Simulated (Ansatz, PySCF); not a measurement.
C2H6N, charge -1, singlet, geometry from GFN2-xTB (in this run its highest filled SCF level lies above zero, so its values depend strongly on the basis, on diffuse functions most of all). Base run: CASSCF(4,5)/STO-3G run with PySCF.

PySCF was given this input:
```python
from pyscf import gto, scf, mcscf
import numpy

mol = gto.Mole()
mol.atom = '''
    C    -0.00450711   -0.16012117    1.14423294
    N     0.05359214    0.63577940   -0.00002007
    C    -0.02236646   -0.15868797   -1.14422288
    H     0.82977693   -0.94369191    1.23989698
    H     0.05529176    0.46516035    2.04681331
    H    -0.95658511   -0.79311257    1.25393224
    H     0.81031525   -0.94213013   -1.25387748
    H     0.02334443    0.46772410   -2.04684276
    H    -0.97604679   -0.79155078   -1.23984221
'''
mol.basis = 'sto-3g'
mol.charge = -1
mol.verbose = 4
mol.build()

mf = scf.RHF(mol)
mf.kernel()
mc = mcscf.CASSCF(mf, 5, 4)
mc.fix_spin_(ss=0.0)
mc.kernel()
occ = numpy.linalg.eigvalsh(mc.fcisolver.make_rdm1(mc.ci, mc.ncas, mc.nelecas))[::-1]
ss = mc.fcisolver.spin_square(mc.ci, mc.ncas, mc.nelecas)[0]
print('natural occupations', occ.round(4), ' <S^2>', round(ss, 4))
```

Programs used: Ansatz (a program for electronic structure), PySCF; a row that names a program was run with it.

Each row names what was changed in the base input (with any setting that the change needs).

| change | ΔE vs base (mEh) | natural occupations | <S^2> of the state |
|---|---|---|---|
| base | 0.000 | 1.98 1.98 0.02 0.02 0.00 | 0.00 |
| orbitals = fixed (CASCI); correction = SC-NEVPT2 | -108.7 | 2.00 2.00 0.00 0.00 0.00 | 0.00 |
| orbitals = fixed (CASCI) | 33.528 | 2.00 2.00 0.00 0.00 0.00 | 0.00 |
| active space = 8 electrons, 6 orbitals | -4.104 | 2.00 2.00 1.98 1.97 0.02 0.02 | 0.00 |
| correction = SC-NEVPT2 | -121.0 | 1.98 1.98 0.02 0.02 0.00 | 0.00 |
| active space = 6 electrons, 4 orbitals | 16.920 | 2.00 2.00 1.98 0.02 | 0.00 |
| code = ansatz | -2.524 | - | - |
| solver = newton | 24.769 | 2.00 1.99 0.00 0.00 0.00 | 0.00 |
| code = ansatz; correction = SC-NEVPT2, all electrons | -120.7 | - | - |
| start = MP2 natural orbitals | 2.930 | 1.98 1.98 0.02 0.01 0.00 | 0.00 |
| active space = 6 electrons, 5 orbitals | 8.315 | 2.00 1.99 1.98 0.02 0.01 | 0.00 |

Active orbitals are taken around the Fermi level unless the row says otherwise; CASSCF can end in different local minima, and two programs can end on different orbitals. State-averaged rows give the lowest state.
